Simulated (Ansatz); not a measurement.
Ansatz (a program for electronic structure) input (B3LYP/6-31G* with LANL2DZ past Ar): The .json file joins the Basis Set Exchange's 6-31G* for atoms up to Ar and LANL2DZ past it.

Ansatz 0.2 input:
```yaml
crystal:
  periodic: [false, false, false]
  atoms:
    - {symbol: Sn, position_ang: [0.00310420, -0.00192177, 0.34435198]}
    - {symbol: F, position_ang: [0.69626342, 1.27270737, -0.95581460]}
    - {symbol: F, position_ang: [-0.71350896, -1.26203088, -0.95725199]}
basis:
  gaussian:
    orbitals: 6-31Gs+LANL2DZ.json
hamiltonian:
  xc: {name: B3LYP}
total_charge: 1
magnetization: {spin_polarized: true, initial_magnetization: 1}
```

From the last part of the output:

```
WARN ansatz: RAYON_NUM_THREADS=1 ignored (pool sized by the plan → 1); use --threads N
Functional definition: B3LYP
integrals: 0.01 GiB planned
372 factors; integrals over basis functions are off by at most 2.6e-4 eV
mean field: 0.11 GiB planned
mean field evaluation 1: about -5496.5630 eV, gradient 7.4e1 eV
mean field evaluation 2: about -5344.7116 eV, gradient 1.8e2 eV
mean field evaluation 4: about -5516.1595 eV, gradient 9.5e0 eV
mean field evaluation 8: about -5516.6037 eV, gradient 3.8e-1 eV
mean field evaluation 16: about -5516.6057 eV, gradient 5.8e-4 eV
mean field -5516.60568417 eV, -202.7315196037 hartree, gradient 5.6e-5 eV, S^2 0.757861; 1 other end points of the search recorded, 0 dependent functions left out
reference -5516.60586641 eV, -202.7315263007 hartree; 11, 10 occupied and 27, 28 virtual orbitals, 372 factors
Total energy: -5516.60586641 eV, -202.7315263007 hartree
```

The dipole moment of an ion depends on the origin.
